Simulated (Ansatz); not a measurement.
C2H12InNSi, SMILES `[CH3][InH-]([CH3])[NH2+][SiH3]`. Total charge 0; spin multiplicity 1. In takes the def2 core potential. The geometry is a stationary point of PBE0-D4/def2-TZVP. It is one conformer, not always the lowest.

```xyz
17

C    -1.259    1.265    1.502
In   -1.200    0.471   -0.518
C     0.235    1.265   -1.940
N     0.018   -1.616    0.013
Si    1.627   -1.375    0.694
H    -1.577    0.503    2.219
H    -0.284    1.647    1.812
H    -1.975    2.087    1.560
H    -2.592   -0.395   -1.122
H     0.542    0.504   -2.661
H    -0.213    2.087   -2.504
H     1.127    1.649   -1.440
H    -0.630   -2.096    0.628
H     0.009   -2.107   -0.875
H     2.305   -2.663    0.998
H     1.454   -0.600    1.943
H     2.413   -0.626   -0.311
```

(1) What is the dipole moment at B3LYP/def2-TZVPP? (An estimate is asked.)

(2) And with PBE, r2SCAN, ωB97M-V? (Estimate.)

(3) Give the Mulliken charges with B3LYP, ωB97M-V, r2SCAN in def2-TZVPP. (Estimate.)

Results:

(1) Ansatz gave: 3.52 D, with components (1.81, -2.91, 0.79) D in this frame, pointing from negative to positive charge.

(2) Ansatz gave: PBE 3.45 D, r2SCAN 3.48 D, ωB97M-V 3.50 D.

(3) Computed: 
| atom | B3LYP | ωB97M-V | r2SCAN |
| --- | --- | --- | --- |
| C1 | -0.65 | -0.67 | -0.53 |
| In2 | 0.81 | 0.65 | 0.68 |
| C3 | -0.65 | -0.67 | -0.53 |
| N4 | -0.38 | -0.39 | -0.40 |
| Si5 | 0.33 | 0.24 | 0.36 |
| H6 | 0.08 | 0.11 | 0.06 |
| H7 | 0.10 | 0.12 | 0.07 |
| H8 | 0.10 | 0.13 | 0.08 |
| H9 | -0.21 | -0.16 | -0.20 |
| H10 | 0.08 | 0.11 | 0.06 |
| H11 | 0.10 | 0.13 | 0.08 |
| H12 | 0.10 | 0.12 | 0.07 |
| H13 | 0.16 | 0.15 | 0.17 |
| H14 | 0.16 | 0.15 | 0.17 |
| H15 | -0.06 | -0.02 | -0.07 |
| H16 | -0.04 | 0.00 | -0.04 |
| H17 | -0.04 | 0.00 | -0.04 |

B3LYP here is the variant with VWN-RPA as its local correlation; programs differ in this.
